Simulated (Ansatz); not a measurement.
Species: [Mo(Cl)2(OH)4] (charge 0, multiplicity 1).

Give a relaxed geometry from r2SCAN-D4/def2-SVP run with Ansatz (a quantum-chemistry and plane-wave program).

One answer among several that fit: the end point of this relaxation, one of several conformers.
Cartesian coordinates (Å) in one orientation:
```xyz
11

Mo    -0.199     0.111     0.244
Cl    -1.039    -0.131    -1.982
Cl     1.365    -1.709    -0.214
O      1.272     1.066    -0.395
H      2.058     0.597    -0.725
O     -1.174    -1.333     0.850
H     -0.863    -2.254     0.803
O      0.237     0.597     1.995
H      0.727     1.414     2.182
O     -1.461     1.506     0.274
H     -1.954     1.665    -0.549
```
